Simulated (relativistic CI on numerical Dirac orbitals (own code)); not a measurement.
Transition arrays of Ag4+

Computed by Dirac-Coulomb-Breit CI, KLI orbitals optimised for each configuration, model QED (radiative potential, 1s self-energy scaled to tabulated hydrogen-like ionisation energies), valence Slater integrals scaled by 0.9, whole transition arrays (own radial code, finite nucleus).

Configuration list (outside the closed core [Ar] 3d10 4s2): 4p6.4d7, 4p6.4d6.4f, 4p5.4d8, 4p6.4d6.5p, 4p6.4d6.5f. Levels of other configurations are missing.

All E1 lines from the levels of 4p6.4d7; mean and standard deviation are weighted by gf, and upper levels are sorted by their leading configuration.

```csv
Upper configuration,Lines,Σgf,Mean (eV),Mean (nm),σ (eV),Strongest line (nm)
4p6.4d6.4f,2801,220.6,45.12,27.479,1.48,26.748
4p5.4d8,384,571.8,66.15,18.743,3.60,17.288
4p6.4d6.5p,1718,102.6,27.99,44.292,1.47,45.447
4p6.4d6.5f,2931,478.2,56.73,21.856,3.09,21.377
```

Σgf per state of the lower configuration in bins of 1 nm over the central range (centre: value): 17.5: 1.11, 18.5: 1.42, 19.5: 1.44, 20.5: 1.62, 21.5: 1.83, 22.5: 0.54, 23.5: 0.41, 24.5: 0.23, 25.5: 0.06, 26.5: 0.59, 27.5: 0.91, 28.5: 0.24, 29.5: 0.10, 30.5: 0.03, 39.5: 0.02, 40.5: 0.02, 41.5: 0.04, 42.5: 0.09, 43.5: 0.17, 44.5: 0.17.

Question: How do configuration mixing and the scaling of the Slater integrals move the arrays?

Answer: Slater scale 0.9, no configuration mixing: 4p6.4d6.4f 47.7 ± 1.6 eV (Σgf 627.9), 4p5.4d8 63.6 ± 4.5 eV (Σgf 234.0), 4p6.4d6.5p 28.0 ± 1.4 eV (Σgf 121.4), 4p6.4d6.5f 54.3 ± 1.6 eV (Σgf 242.0); Slater scale 1: 4p6.4d6.4f 45.3 ± 1.7 eV (Σgf 205.4), 4p5.4d8 67.1 ± 3.8 eV (Σgf 584.6), 4p6.4d6.5p 28.1 ± 1.6 eV (Σgf 101.2), 4p6.4d6.5f 57.1 ± 3.5 eV (Σgf 501.0); Slater scale 0.8: 4p6.4d6.4f 44.9 ± 1.3 eV (Σgf 234.5), 4p5.4d8 64.7 ± 3.7 eV (Σgf 598.9), 4p6.4d6.5p 27.9 ± 1.3 eV (Σgf 104.1), 4p6.4d6.5f 56.1 ± 2.6 eV (Σgf 416.7). With mixing, levels are counted to their leading configuration, so an array can shrink or vanish into another, and the sums then hold other lines.
